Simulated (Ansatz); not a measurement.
Molecule: C3H10GeN, charge 0, multiplicity 2. It need not be the lowest isomer of its formula. 
Geometry from a B3LYP-D3(BJ)/def2-TZVP (Ansatz, a program for electronic structure) optimisation:
```
N
C 1 1.4557
H 2 1.0910 1 110.18
H 2 1.0931 3 107.73 1 120.15
H 2 1.1021 3 108.11 4 115.80
C 1 1.4595 2 113.06 3 176.57
H 6 1.1017 1 107.92 2 170.46
H 6 1.1047 7 105.31 1 119.65
C 6 1.4856 7 109.21 8 117.46
H 9 1.0814 6 120.88 7 -84.49
H 9 1.0815 10 119.04 6 -171.56
Ge 1 1.8516 2 116.29 3 -44.32
H 12 1.5370 1 106.93 2 51.87
H 12 1.5371 13 111.87 3 -141.26
H 12 1.5517 13 109.04 14 -120.91
```
Charge 0, spin multiplicity 2.

Dipole moments at this geometry, in debye (magnitudes).

```json
[
 {"level": "r2SCAN/def2-TZVPD", "program": "Ansatz", "dipole (D)": "?"},
 {"level": "B97M-V/def2-TZVPD", "program": "Ansatz", "dipole (D)": "0.42"},
 {"level": "r2SCANh/def2-TZVPD", "program": "Ansatz", "dipole (D)": "0.45"},
 {"level": "r2SCAN0/def2-TZVPD", "program": "Ansatz", "dipole (D)": "0.46"},
 {"level": "HSE06/def2-TZVPD", "program": "Ansatz", "dipole (D)": "0.45"},
 {"level": "CAM-B3LYP/def2-TZVPD", "program": "Ansatz", "dipole (D)": "0.49"},
 {"level": "wB97M-V/def2-TZVPD", "program": "Ansatz", "dipole (D)": "0.47"},
 {"level": "wB97X-V/def2-TZVPD", "program": "Ansatz", "dipole (D)": "0.50"},
 {"level": "CCSD(T)/aug-cc-pVDZ", "program": "Ansatz", "dipole (D)": "?"}
]
```

**Question.** Some entries are withheld; supply them.

**Answer.** 
- r2SCAN/def2-TZVPD, dipole (D): 0.44
- CCSD(T)/aug-cc-pVDZ, dipole (D): 0.48
